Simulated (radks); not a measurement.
Values are calculated unless marked as measured or tabulated.
Spherical quantum dot in the effective-mass picture: electrons in a hard-walled sphere of radius 10.9, all in effective atomic units (hartree* = m*/eps^2 hartree, bohr* = eps/m* bohr), one dielectric constant everywhere. Level of theory: non-relativistic Kohn-Sham, LDA (Slater exchange, Perdew-Wang correlation), spin-polarised, spherical densities (a radial shooting solver with Libxc functionals). Levels are named by radial order and angular momentum (1s, 1p, 1d, 2s, ...), and open shells are averaged over m. Results are scaled to m* = 0.107 and eps = 8.7, for which hartree* = 38.47 meV and bohr* = 4.303 nm.

N = 10, configuration 1s2 1p6 1d(up 2, down 0). This is the lowest configuration that the search found (a dilute case). Occupied and some empty levels:

level,occupation,eigenvalue (meV),<r> (nm)
1s up,1,42.423,33.26
1s down,1,42.789,33.15
1p up,3,43.152,33.87
1p down,3,43.526,33.81
1d up,2,44.503,34.56
1d down,0,44.885,34.53
1f up,0,46.410,35.22
1f down,0,46.796,35.21
2s up,0,49.826,21.82
2s down,0,49.973,21.69
2p up,0,52.185,25.13
2p down,0,52.380,25.04

Energy (meV): total 223.437, kinetic 48.013, external 0, Hartree 225.96, exchange-correlation -50.538.
